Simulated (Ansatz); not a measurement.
Energy profile

The step: AlNH₂F₂ ([NH2][Al]([F])[F]) + H₂ → AlHF₂ ([F][AlH][F]) + NH₃ (still joined by a long Al–N bond); bonds formed: Al1–H6, N2–H5; bonds broken: H5–H6; bonds weakened to dative contacts: Al1–N2 (atoms numbered as in the saddle structure below).

| atom | x (Å) | y (Å) | z (Å) |
| --- | --- | --- | --- |
| Al1 | -0.1396 | -0.8674 | 0.0760 |
| N2 | 0.5752 | 0.8160 | -0.2546 |
| F3 | -0.6333 | -1.6965 | -1.2554 |
| F4 | 0.4645 | -1.6392 | 1.3962 |
| H5 | -0.7324 | 0.7885 | 0.2847 |
| H6 | -1.4756 | 0.1862 | 0.6038 |
| H7 | 0.6561 | 1.1895 | -1.1910 |
| H8 | 1.2850 | 1.2230 | 0.3403 |

Electronic energies by CCSD(T) at an estimated basis limit (MP2 extrapolated from triple and quadruple zeta, plus CCSD(T) − MP2 in triple zeta), on PBE0-D4/def2-TZVP structures; AlNH$_{4}$F$_{2}$, singlet; no counterpoise correction. Computed with Ansatz 0.2.0 (basis: def2-TZVPP and def2-QZVPP); correlated methods freeze the cores. Extrapolation: Hartree–Fock as exp(−7.88 √X), correlation as X^−2.97.

**Question.** Give the profile in kcal/mol, counted from the separated reactants. (To be estimated.)

**Answer.** Computed:
```
                                                                                                                   point  kcal/mol
separated: AlNH$_{2}$F$_{2}$ (linked as [NH2][Al]([F])[F]; Al1, N2, F3, F4, H7, H8; singlet) + H$_{2}$ (H5, H6; singlet)      0.00
                                                                                                         start structure     -2.34
                                                                                                                  saddle     18.62
                                                                                                           end structure    -18.09
            separated: AlHF$_{2}$ (linked as [F][AlH][F]; Al1, F3, F4, H6; singlet) + NH$_{3}$ (N2, H5, H7, H8; singlet)     16.74
```

The T1 diagnostic stays at or below 0.013.

For scale, one of the runs: CCSD(T)/def2-TZVPP, 191 basis functions, launched by `ansatz run in.yaml --threads 2 --pin off --events-out ev --progress --plain --max-ram 4352MiB`. The run took 77 s on 2 CPU threads of an Intel Xeon Platinum 8488C (shared host), with 2.2 GiB of host memory at its peak.
